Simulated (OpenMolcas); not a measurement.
An OpenMolcas run meant for Zn II (ANO-RCC-VQZP, DKH2; inactive shells 1s 2s 2p 3s 3p 3d; intended active space 1 electron in 4 orbitals (4s 4p)). One step of its input:

```
&CASPT2
Multistate=1 1
Frozen=3 6
IPEA=3.0
Imaginary=0.1
MaxIter=60
WThr=0.0 0.3 0.05
PrWF=0.5
NoMix
```

The run finished. Its levels beside those of a sound run (SS-CASPT2, IPEA 0.25 Eh, imaginary shift 0.1 Eh (closed shells correlated: 3d)), in cm-1 above each run's lowest level:

```json
{"Level": "4s 2S 1/2", "This run": "0.0", "Usual run": "0.0"}
{"Level": "4p 2P* 1/2", "This run": "48432", "Usual run": "49067"}
{"Level": "4p 2P* 3/2", "This run": "49124", "Usual run": "49759"}
```

Question: Which setting is unsound, and how much does it matter here?

Answer: The IPEA shift is far above its usual 0.25 hartree. Against the sound run the excited levels shown move by 640 cm-1 on average and by 640 cm-1 at most.

With one active electron, CASPT2 adds the correlation within the correlated inactive shells and between them and that electron, and leaves the splitting within a term as the reference gives it. Levels of configurations outside the active space are missing.

* marks odd parity.
